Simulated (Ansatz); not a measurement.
Reaction (substitution at a C–O bond): `CCOB(O)O` + `C=N` → `C=NCC` + `OB(O)O`

Program: Ansatz. Geometries: PBE0-D4/def2-TZVP. ΔE: electronic, gas phase. CBS: MP2 limit from def2 TZ/QZ plus the TZ coupled-cluster correction, frozen cores. This one scheme is used for every species. DFT in def2-TZVPP. Each species was taken in one conformer, which may not be the lowest.

CCSD(T)/CBS gives -0.36 eV.

Problem. Another level gave -0.37 eV. Which?
A. HF/def2-TZVPP
B. ωB97X-V/def2-TZVPP
C. r2SCAN/def2-TZVPP
D. MP2/def2-TZVPP

Solution. C. r2SCAN -0.37, MP2/def2-TZVPP -0.42, HF/def2-TZVPP -0.28, ωB97X-V -0.32 eV.

Largest T1 diagnostic among the species: 0.012.

In def2-TZVPP, CCSD(T) changes the Hartree–Fock value by −0.07 eV (the triples alone add −0.01 eV) and MP2 by −0.14 eV.
